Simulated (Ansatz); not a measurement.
Compare A (`FC1=[CH][GeH2][CH2]1`) with its isomer B (`FC1=C[CH]1[GeH3]`).

Computed with Ansatz on PBE0-D4/def2-TZVP structures; ΔE is electronic, products minus reactants. CCSD(T)/CBS is the MP2 limit (def2-TZVPP, def2-QZVPP) plus CCSD(T) − MP2 in def2-TZVPP, frozen cores. Functionals use def2-TZVPP. B3LYP here is the variant with VWN-RPA as its local correlation; programs differ in this. For Ge outer-core shells are correlated without core-valence functions, which leaves a few kJ/mol of doubt a bond. Scalar relativity is left out up to krypton.

A:

```xyz
10

F     1.167   -1.953   -0.813
C     0.418   -0.926   -0.404
C    -0.907   -0.808   -0.526
Ge   -0.823    0.921    0.346
C     1.053    0.250    0.268
H    -1.601   -1.507   -0.969
H    -1.446    1.043    1.745
H    -1.139    2.162   -0.503
H     1.531    0.015    1.221
H     1.748    0.804   -0.364
```

B:

Z-matrix (Å, degrees):
```
C
Ge 1 1.962
C 1 1.464 2 122.6
C 1 1.562 2 120.9 3 -59.4
H 1 1.095 2 114.1 3 153.0
H 2 1.539 1 108.5 3 25.0
H 2 1.540 1 111.2 3 -95.5
H 2 1.540 1 110.2 3 144.5
F 3 1.305 1 142.3 2 74.0
H 4 1.074 1 143.7 2 -70.0
```

(1) Which is lower in electronic energy at CCSD(T)/CBS, and by how much? (Estimate.)

(2) Give E(B) − E(A) in kcal/mol with B3LYP, MP2/def2-TZVPP, ωB97M-V, CCSD/def2-TZVPP, PBE-D4, LDA (SPW92), PBE0-D4. (An estimate is asked.)

(3) Does the order hold for the free energy at 298.15 K (harmonic terms from PBE0-D4)? (Best estimate.)

Largest T1 diagnostic: 0.012.

## Answers

(1) Computed: A, by 49.6 kcal/mol.

(2) Ansatz gave: B3LYP 46.4, MP2/def2-TZVPP 49.4, ωB97M-V 48.5, CCSD/def2-TZVPP 49.2, PBE-D4 46.4, LDA (SPW92) 48.2, PBE0-D4 48.2. None reverses the order clearly.

(3) Ansatz gave: Yes: G(B) − G(A) = +45.6 kcal/mol.

From PBE to PBE0 (25 % exact exchange), in def2-TZVPP and without D4, E(B) − E(A) moves by +1.9 kcal/mol. At CCSD(T), def2-SVP lies −5.2 kcal/mol from the extrapolated value and def2-TZVPP −0.4 kcal/mol.
